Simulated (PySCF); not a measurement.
Problem. What does the GFN2-xTB structure of InChI=1S/C4H4F2O/c5-4(6)7-3-1-2-3/h1,4H,2H2 look like in three dimensions?

Solution. 
```
atom  x, y, z in Å
F1     2.5729   -0.9387   -0.9745
C2     1.7296   -0.1872   -0.2525
F3     2.4429    0.8861    0.1585
O4     0.6952    0.2018   -1.0426
C5    -0.5205    0.2203   -0.4693
C6    -1.7884    0.4808   -0.5165
C7    -1.2637   -0.1153    0.7789
H8     1.4224   -0.7533    0.6473
H9    -2.6421    0.8430   -1.0284
H10   -1.1601    0.5164    1.6552
H11   -1.4827   -1.1513    1.0180
```

Orientation and origin are arbitrary. Atoms count from 1 in this order. The 3-membered ring C5–C6–C7 has internal angles of 51.0° to 65.7°. Of the pairs four or more bonds apart, C7···H8 is among the closest relative to their van der Waals radii: 2.76 Å, 95 % of the sum of Bondi's values. The C–C distances run from 1.295 Å (C5=C6, drawn double) to 1.520 Å (C6–C7, drawn single), a spread of 0.225 Å.

Bonds between heavy atoms (Å): F1–C2 1.341, C2–F3 1.353, C2–O4 1.359, O4–C5 1.344, C5=C6 1.295, C6–C7 1.520, C5–C7 1.491.

Computed geometry: GFN2-xTB, gas phase.

Point group: C1 (no symmetry element, even within 0.4 Å). GFN2-xTB frequencies: not computed here. One conformer, not necessarily the lowest (F1–C2–O4–C5 141°, C2–O4–C5–C6 175°).
